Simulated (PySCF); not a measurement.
A run for PySCF: R-HF/3-21G on CHClO (a complex), monomers drawn apart or pushed together.

```python
from pyscf import gto, scf, dft, mp
from pyscf.data.elements import chemcore

mol = gto.M(
    atom='''
    Cl   -0.03322094    0.05094674   -0.99541496
    H    -0.02208516   -0.10406125    0.28305948
    C     0.01273489   -0.59907755    4.36899425
    O     0.02239663   -0.73375772    5.48351404
    ''',
    basis='3-21g',
    charge=0, spin=0, verbose=3, max_memory=1800)
mf = scf.RHF(mol)
mf.conv_tol = 1e-8
mf.max_cycle = 100
mf.kernel()
if not mf.converged:
    mf = mf.newton().run(mf.mo_coeff, mf.mo_occ)
```

The log:

```
converged SCF energy = -569.963125621297
```

The run converged.

Cost: roughly 0.11 core-seconds.
